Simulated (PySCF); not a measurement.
A structure optimised at B3LYP-D3(BJ)/def2-SVP, used in a PySCF frequency run:

```xyz
9

C      1.3014     2.1984     0.0000
Si    -0.0945     0.9746     0.0000
O     -1.5175     1.8168     0.0000
I      0.0308    -0.4719    -2.0080
I      0.0308    -0.4719     2.0080
H      1.2340     2.8327     0.8976
H      2.2686     1.6759     0.0000
H      1.2340     2.8327    -0.8976
H     -2.3415     1.3130     0.0000
```
Charge 0, spin multiplicity 1.

Problem. Write its SMILES, formula and point group.

Solution. C[Si](O)(I)I, CH4I2OSi, Cs

Problem. What are its rotational constants (standard atomic weights)?

Solution. 1.7812, 0.46112, 0.40830 GHz
